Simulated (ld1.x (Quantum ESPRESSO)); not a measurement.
Al (Z = 13): one change to an ultrasoft potential, before and after

```json
{
  "Element": "Al (Z = 13)",
  "Generator": "ld1.x (Quantum ESPRESSO) 7.5",
  "Type": "ultrasoft",
  "Functional": "PBE",
  "Relativity": "scalar-relativistic",
  "Frozen core": "[Ne]",
  "Valence charge": "3",
  "Reference configuration": "3s1.5 3p1.5",
  "Partial waves": "3s (bound): rcut 2.00, rcutus 2.35 bohr; 3s channel at 0.7 Ry: rcut 2.00, rcutus 2.35 bohr; 3p (bound): rcut 1.90, rcutus 2.30 bohr; 3p channel at 0.15 Ry: rcut 1.90, rcutus 2.30 bohr; 3d channel at 0.4 Ry: rcut 1.95, rcutus 2.60 bohr; 3d channel at 1.1 Ry: rcut 1.95, rcutus 2.60 bohr",
  "Local potential": "all-electron potential smoothed inside 1.95 bohr (lloc = -1)",
  "Core correction": "none",
  "Augmentation charge": "PSQ, inside the norm-conserving radii"
}
```

Change: waves 3s (bound): rcut 1.92, rcutus 2.04 bohr; 3s channel at 0.7 Ry: rcut 1.92, rcutus 2.04 bohr.

Cutoffs: the cutoffs (Ry, on a coarse ladder) from which the occupation-weighted sum of valence levels, in a spherical-Bessel basis at the reference potential, stays within 10 and 1 mRy of its value at 400 Ry; they do not see the model core or the augmentation charge, which bear on the density cutoff. Errors are all-electron minus pseudo energies relative to the spin-unpolarised reference configuration.

**Question.** How do hardness, ghosts and transferability respond?

**Answer.** Both files are very soft, the changed one slightly harder (loose and tight cutoff 6 and 8 Ry → 6 and 10 Ry on this coarse ladder); the number of tests that count goes from 6 to 7; of the 6 tests that both files solve, the error grows in 0 and shrinks in 5 by more than 15 % and 0.3 meV (median size 2.9 → 1.3 meV); the range in which the s phases agree widens (upper end 2.6 → at the end of the scan); neither file shows a bound ghost at the reference potential, the only one tested. Less of the atom is replaced, so other configurations are described better.

| quantity | base | changed |
| --- | --- | --- |
| cutoff, loose | 6 Ry | 6 Ry |
| cutoff, tight | 8 Ry | 10 Ry |
| bound ghosts | none | none |
| tests counted (converged, no solver errors) | 6 of 7 | 7 of 7 |
| error for 3s2 3p1, meV [ΔE -2.55 eV] | +2.6 | +1.5 |
| error for 3s2 3p0, meV [ΔE 3.22 eV] | +5.5 | -0.2 |
| error for 3s1 3p2, meV [ΔE 2.59 eV] | +3.2 | +1.9 |
| error for 3s2 3p1.3, meV [ΔE -3.12 eV] | +1.7 | +1.1 |
| error for 3s1 3p1, meV [ΔE 9.03 eV] | +0.5 | +0.3 |
| error for 3s2 3p0.5, meV [ΔE -0.46 eV] | +4.0 | +1.7 |
| s: phases at 2.83 bohr within 0.05 rad from the reference energy up to (Ry; the scan ends near 5) | 2.6 | to the end of the scan |
| p: phases at 2.83 bohr within 0.05 rad from the reference energy up to (Ry; the scan ends near 5) | 3.0 | 3.0 |
| d: phases at 2.83 bohr within 0.05 rad from the reference energy up to (Ry; the scan ends near 5) | 3.3 | 3.3 |
| lowest overlap eigenvalue by channel | s 0.45, p 0.81, d 0.96 | s 0.45, p 0.81, d 0.96 |

Base: Tests not counted: 3s1 3p0 (pseudo-atom not self-consistent, printed error +6.9 meV).
